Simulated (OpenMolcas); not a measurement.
**OpenMolcas input wanted**

The species is AlHICl (4 atoms), meant as a singlet with charge 0. As SMILES, `[Cl][AlH][I]`. Geometry: a GFN2-xTB relaxation, a rough one for these elements and not checked as a minimum.

```xyz
4

Cl   -1.9890    0.1332   -0.5563
Al   -0.0417    0.1801   -0.0483
I     1.2998   -1.8004    0.7174
H     0.7309    1.4872   -0.1129
```

Settings wanted:

- method: HF
- reference: RHF
- integral approximation: none
- symmetry: none
- basis set: def2-SVP
- task: gradient
- nucleus: point
- SCF convergence threshold: 1e-10

**Question.** Write the OpenMolcas 26.06 input and the command.

**Answer.** This one ran through:

mol.input:
```
* AlClHI Hartree-Fock
>>> EXPORT MOLCAS_PRINT=2

&GATEWAY
  BASLIB
  $CurrDir
  BASISSET
  Cl.def2-SVP....
  Cl1 -1.989000 0.133190 -0.556260 angstrom
  End of Basis
  BASISSET
  Al.def2-SVP....
  Al2 -0.041740 0.180060 -0.048260 angstrom
  End of Basis
  BASISSET
  I.def2-SVP....
  I3 1.299850 -1.800420 0.717410 angstrom
  End of Basis
  BASISSET
  H.def2-SVP....
  H4 0.730880 1.487170 -0.112900 angstrom
  End of Basis

&SEWARD

&SCF
  THRESHOLDS
  1e-10 1e-07 1e-07 1e-05
  PRORBITALS
  1 1

&ALASKA
```

```bash
$ export MOLCAS_MEM=1860
$ pymolcas mol.input > mol.log
```

(Basis files named in the input come from the Basis Set Exchange and aren't shown.)

Calculated total energy: -998.56196 Eh, largest force 1.918 eV/Å. The shape is far from stationary at this level.
